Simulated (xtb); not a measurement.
xtb input:

```bash
xtb mol.xyz --gfn 2 --ohess tight --chrg 0 --uhf 0
```
mol.xyz:
```
16

Si    -0.51633259    -0.13576979    -0.50327006
C     -1.61356992     1.39419421    -0.89359304
C     -1.25223665    -1.02689996     1.05563431
N      1.03467311     0.42895821    -0.14097623
Si     2.47556267    -0.46292412     0.28081877
H     -0.52610336    -1.06203822    -1.62950449
H     -2.61825974     1.13671112    -1.20485300
H     -1.19985771     1.94044732    -1.76118150
H     -1.66807766     2.07141331    -0.08703546
H     -2.21314277    -1.40462368     0.89689889
H     -0.57520688    -1.84756979     1.27342608
H     -1.25907135    -0.33465567     1.93253052
H      1.26984299     1.36644907    -0.47592660
H      3.04344191    -1.24327126    -0.80424127
H      3.46566694     0.51177164     0.69619738
H      2.10309483    -1.33158391     1.39328042
```

Question: Which total energy does the run end on?

Answer: -16.30647 Eh (GFN2-xTB).
